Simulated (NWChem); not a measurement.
Molecule: C4H4O2; SMILES O=C(CC#C)O

```xyz
10

C      0.3488    -2.5370     0.4795
C      0.0068    -1.5161    -0.0974
C     -0.4175    -0.3181    -0.8081
C      0.0315     1.0367    -0.2541
O     -0.2698     2.0940    -0.7686
O      0.7909     0.9301     0.8562
H      0.6584    -3.4326     0.9993
H     -0.0730    -0.3425    -1.8652
H     -1.5266    -0.2673    -0.8711
H      1.0125     1.8529     1.1111
```
Atoms are numbered in this order, from 1.

All runs: NWChem. Geometry: optimised at PBE-D3(BJ)/def2-SVP. Level: B3LYP/def2-SVP with COSMO at NWChem's default radii, gas-phase geometry; rows give the dielectric constant.

```csv
dielectric constant,electrostatic solvation energy (kcal/mol),dipole in solution (D)
2.0,-4.4,1.16
2.4,(withheld),1.17
3.9,-6.7,1.20
46.7,-9.0,1.24
78.4,-9.1,1.24
```

Complete the blanks.


- 2.4, electrostatic solvation energy (kcal/mol): -5.1
